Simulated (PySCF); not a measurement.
**Spin–spin coupling constants**

Geometry:
| atom | x (Å) | y (Å) | z (Å) |
| --- | --- | --- | --- |
| B1 | -1.164 | -1.052 | -0.235 |
| C2 | -0.041 | 0.092 | -0.019 |
| C3 | -0.269 | 1.417 | 0.050 |
| C4 | 1.383 | -0.386 | 0.114 |
| H5 | -1.125 | -1.852 | 0.729 |
| H6 | -2.308 | -0.568 | -0.336 |
| H7 | -0.888 | -1.708 | -1.266 |
| H8 | 0.538 | 2.154 | 0.199 |
| H9 | -1.286 | 1.818 | -0.041 |
| H10 | 2.118 | 0.429 | 0.260 |
| H11 | 1.473 | -1.091 | 0.961 |
| H12 | 1.679 | -0.965 | -0.780 |

Total charge -1.

Indirect spin–spin couplings were computed at B3LYP/pcJ-1 (spin–dipole term only in couplings to heteroatoms) (PySCF) on a PBE0-D3(BJ)/def2-SVP structure, for the isolated molecule, without vibrational or relativistic corrections. Couplings are averaged over pairs made equivalent by symmetry, fast rotation or ring inversion, so a value needn't be that of the named pair in this geometry, while other rotamers aren't included; one pair stands for each set, and the list holds a selection of those of at least 1.5 Hz over up to four bonds.

Isotopes: $^{13}$C, $^{1}$H, $^{11}$B.

```csv
pair,bonds,J (Hz)
"B1, C2",1,54.2
"B1, H5",1,89.4
"C2, C3",1,?
"C2, C4",1,?
"C3, H8",1,?
"C3, H9",1,163.8
"C4, H10",1,127.1
"B1, C3",2,4.1
"B1, C4",2,5.1
"C2, H5",2,-4.4
"C2, H8",2,-3.8
"C2, H9",2,4.0
"C2, H10",2,-4.8
"C3, C4",2,2.4
"H5, H6",2,?
"H8, H9",2,?
"H10, H11",2,-13.6
"B1, H8",3,7.6
"B1, H9",3,4.6
"B1, H10",3,?
"C3, H5",3,6.6
"C3, H10",3,?
"C4, H5",3,5.7
"C4, H8",3,10.4
"C4, H9",3,15.6
"H8, H10",4,?
```

**Question.** Estimate the withheld couplings, with signs.

**Answer.** 
- $^{1}J$(C2,C3) = 66.8 Hz (bond length 1.347 Å)
- $^{1}J$(C2,C4) = 32.0 Hz (bond length 1.508 Å)
- $^{1}J$(C3,H8) = 148.0 Hz (bond length 1.103 Å, sp2 carbon)
- $^{2}J$(H5,H6) = -12.0 Hz (mean over equivalent pairs that range from -17.5 to -9.2 Hz in this conformer)
- $^{2}J$(H8,H9) = 8.1 Hz (angle at C3 116°)
- $^{3}J$(B1,H10) = 3.1 Hz (mean over equivalent pairs that range from 1.7 to 5.9 Hz in this conformer)
- $^{3}J$(C3,H10) = 7.4 Hz (mean over equivalent pairs that range from 6.8 to 8.6 Hz in this conformer)
- $^{4}J$(H8,H10) = -1.8 Hz (mean over equivalent pairs that range from -2.4 to -0.5 Hz in this conformer)
